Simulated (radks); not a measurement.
Task: These are the eigenvalues of the occupied orbitals of an atom or ion with whole-number occupations (eV). Method: scalar-relativistic Kohn-Sham, PBE, spin-polarised, spherical densities, finite nucleus; Fermi nuclear charge, rms radius of each element as measured or else 0.836 A^(1/3) + 0.57 fm; computed with a radial shooting solver on a logarithmic mesh with Libxc functionals.

orbital  eigenvalue
1s up     -80367.40
1s down   -80367.33
2s up     -17477.62
2s down   -17471.31
2p up     -15754.29
2p down   -15749.27
3s up     -6756.732
3s down   -6749.631
3p up     -6248.688
3p down   -6241.448
3d up     -5790.492

Which element is it, and in what charge state? The configuration may be excited. Open shells, if any, are filled with parallel spins first.

Result: Z = 77, iridium, charge +58: Ir58+ in [Ar] 3d1. The list shows which subshells hold electrons but not how many an open one holds; the 1s level, -2953.4 hartree, gives Z - s = 76.9 by -(Z - s)^2/2, which with screening and relativity narrows Z to a few neighbours, and the depths of the outer levels then fix element, charge and occupations together.
